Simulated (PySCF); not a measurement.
## Br+ (bromine, charge +1) across methods

[Ar] 3d10 4s1 4p4 5s1, high-spin 5P determinant (an excited configuration). Calculation: PySCF 2.14, in aug-cc-pVDZ-DK (6s5p3d, 36 functions); the spin-free X2C one-electron Hamiltonian (Gaussian nucleus). The B2PLYP total includes its PT2 part (frozen core); its orbital energies are those of the SCF part.

```
 method  E (hartree)  mean ε 4p α (eV)  mean ε 4p β (eV)  mean ε 5s α (eV)  Σ⟨r²⟩ (bohr²)   ⟨S²⟩
    PBE    -2604.414           -23.382           -20.355            -7.870          45.11  6.001
   PBE0    -2604.468           -25.076           -21.378            -8.399          45.26  6.001
  wB97X    -2604.788           -27.431           -23.931            -9.640          45.28  6.002
   TPSS    -2604.673           -23.574           -20.366            -7.790          45.27  6.001
    UHF  -2603.02489           -29.358           -22.984            -9.581          46.02  6.005
 B2PLYP    -2604.317           -26.505           -22.177            -8.739          45.53  6.003
wB97M-V    -2604.536           -27.304           -23.631            -9.858          45.34  6.001
 r2SCAN    -2604.737           -24.122           -20.552            -7.927          45.47  6.003
    LDA    -2601.003           -23.443           -20.509            -8.044          44.94  6.001
```

The outer electron is Rydberg-like, and this basis confines it to a smaller radius and binds it less than a complete one would.
